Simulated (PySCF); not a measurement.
The vertical singlet excitations below were computed for one of the candidates. Method used: TDDFT wB97X-D/def2-SVPD, vertical, gas phase, core orbitals frozen in the response in PySCF 2.14.0, density-fitted response routines. Geometries: GFN2-xTB, one conformer each.

| state | E (eV) | λ (nm) | f |
| --- | --- | --- | --- |
| S1 | 5.66 | 219.0 | 0.0004 |
| S2 | 6.59 | 188.3 | 0.053 |
| S3 | 7.08 | 175.1 | 0.0069 |
| S4 | 7.32 | 169.4 | 0.033 |
| S5 | 7.38 | 168.1 | 0.012 |
| S6 | 7.60 | 163.2 | 0.010 |
| S7 | 7.82 | 158.5 | 0.017 |
| S8 | 7.93 | 156.3 | 0.108 |

Triplets computed (Tamm–Dancoff): 5.35, 6.39, 6.64 eV.

Question: Which candidate is it?
A. `n1c([SiH3])csn1`
B. `CS[SiH](O)O`
C. `SC1=CC=CS1`

Answer: B. Its S1, at 5.66 eV, is the highest among the candidates; the nearest of the others has S1 at 4.70 eV. S1 is HOMO→LUMO (70%), HOMO→LUMO+1 (15%). Löwdin shares by element: HOMO sulfur 73%, carbon 11%, silicon 8%; LUMO sulfur 38%, oxygen 19% or more, silicon 17%, hydrogen 11% or more (atoms not listed hold the other 16%). At the same level the other candidates give, for their lowest levels:
- `Sc1cccs1`: 4.70 eV (f 0.000); 5.03 eV (f 0.185); 5.75 eV (f 0.003); 5.94 eV (f 0.060); 5.99 eV (f 0.001); T1 3.46 eV; HOMO -7.97, LUMO 1.05 eV
- `[SiH3]c1csnn1`: 4.10 eV (f 0.001); 5.54 eV (f 0.025); 6.05 eV (f 0.003); 6.20 eV (f 0.070); 6.46 eV (f 0.001); T1 3.39 eV; HOMO -9.41, LUMO 0.03 eV

Shape of the structure used: `[CH3:1][S:2][SiH:3]([OH:4])[OH:5]`: C1–S2–Si3–O4 53°, H–O4–Si3–S2 86°, H–O5–Si3–S2 42°.
